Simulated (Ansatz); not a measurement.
One geometry of MnF₃, several levels of theory.

```yaml
crystal:
  periodic: [false, false, false]
  atoms:
    - {symbol: Mn, position_ang: [-0.194780, 0.003047, -0.000946]}
    - {symbol: F, position_ang: [1.526731, -0.024159, 0.007301]}
    - {symbol: F, position_ang: [-0.639085, 1.692443, -0.014335]}
    - {symbol: F, position_ang: [-0.692866, -1.671331, 0.007971]}
basis:
  gaussian: {orbitals: def2-TZVP, initial_orbitals: start.molden}
magnetization: {spin_polarized: true, initial_magnetization: 4}
hamiltonian: {xc: pbe}
correlation: {method: rpa}
scf: {omitted_lower_state_checks: [starts]}
```

The file start.molden holds the orbitals of an earlier run on this structure, at another level or in another basis.

```sh
$ ansatz run in.yaml --threads 2 --pin off --events-out ev --progress --plain --max-ram 4352MiB
```

Shortened log:

```
Functional definition: PBE
1043 factors; integrals over basis functions are off by at most 7.3e-4 eV
mean field evaluation 1: about -39463.8609 eV, gradient 8.5e0 eV
mean field evaluation 2: about -39464.1625 eV, gradient 5.9e-1 eV
mean field evaluation 4: about -39464.1608 eV, gradient 4.5e-2 eV
mean field evaluation 8: about -39464.1608 eV, gradient 3.0e-6 eV
mean field -39464.16079725 eV, -1450.2811595298 hartree, gradient 3.0e-6 eV, S^2 6.024558; 0 other end points of the search recorded, 0 dependent functions left out
8 core orbitals not correlated: weight in the atoms' cores, before any rotation towards them, 1.000 or more for the frozen orbitals, at most 0.000 for the correlated occupied ones
reference -39407.19161843 eV, -1448.1875808236 hartree; 20, 16 occupied and 110, 114 virtual orbitals, 1043 factors
Total energy: -39455.89374903 eV, -1449.9773511115 hartree
Checks for a lower state left out: starts
```

Hardware: 2 threads of Intel Xeon 6975P-C on a shared host. Wall time 3.8 s.

As the first input, with `hamiltonian: {xc: {name: wB97M-V}}`, `output: {orbitals: {seedname: orbitals}}` and without the key `correlation` (abridged; 15 s):

```
Functional definition: wB97M-V
mean field -39473.64989201 eV, -1450.6298773306 hartree, gradient 3.4e-5 eV, S^2 6.029685
Total energy: -39473.64994136 eV, -1450.6298791442 hartree
Checks for a lower state left out: starts
```

The first input with `hamiltonian: {xc: {name: r2SCANh}, dispersion: d4}`, `output: {orbitals: {seedname: orbitals}}` and without the key `correlation` (abridged; 3.3 s):

```
Functional definition: r2SCANh
mean field -39473.31709398 eV, -1450.6176472284 hartree, gradient 1.3e-5 eV, S^2 6.037637
Total energy: -39473.32991462 eV, -1450.6181183783 hartree
Checks for a lower state left out: starts
```

The first input with `correlation: {method: mp2}`, `output: {orbitals: {seedname: orbitals}}` and without the key `hamiltonian` (abridged; 2.3 s):

```
Functional definition: HF
mean field -39411.42875702 eV, -1448.3432927947 hartree, gradient 2.8e-6 eV, S^2 6.025702
8 core orbitals not correlated: weight in the atoms' cores, before any rotation towards them, 1.000 or more for the frozen orbitals, at most 0.000 for the correlated occupied ones
second order -31.33769225 eV of doubles, -0.00000000 eV of singles
Total energy: -39442.76644927 eV, -1449.4949317434 hartree
Checks for a lower state left out: starts
```

First input, but with `hamiltonian: {xc: {name: BLYP}, dispersion: d4}`, `output: {orbitals: {seedname: orbitals}}` and without the key `correlation` (abridged; 1.6 s):

```
Functional definition: BLYP
mean field -39479.21002905 eV, -1450.8342085978 hartree, gradient 2.3e-5 eV, S^2 6.020732
Total energy: -39479.32805099 eV, -1450.8385458240 hartree
Checks for a lower state left out: starts
```

The first input with `hamiltonian: {xc: {name: r2SCAN0}, dispersion: d4}`, `output: {orbitals: {seedname: orbitals}}` and without the key `correlation` (abridged; 4 s):

```
Functional definition: r2SCAN0
mean field -39471.88990592 eV, -1450.5651990348 hartree, gradient 1.7e-5 eV, S^2 6.040188
Total energy: -39471.90417075 eV, -1450.5657232574 hartree
Checks for a lower state left out: starts
```

As the first input, with `hamiltonian: {xc: hse06, dispersion: d4}`, `output: {orbitals: {seedname: orbitals}}` and without the key `correlation` (abridged; 2.5 s):

```
Functional definition: HSE06
mean field -39463.47468886 eV, -1450.2559455118 hartree, gradient 1.6e-5 eV, S^2 6.034864
Total energy: -39463.51601594 eV, -1450.2574642538 hartree
Checks for a lower state left out: starts
```

Geometry: r2SCAN-D4/def2-TZVP.

HSE06 is defined as in plane-wave codes, on full-range PBE exchange. Correlated methods freeze 8 core orbitals; core or outer-core shells of Mn are correlated, in sets that lack core-valence functions.
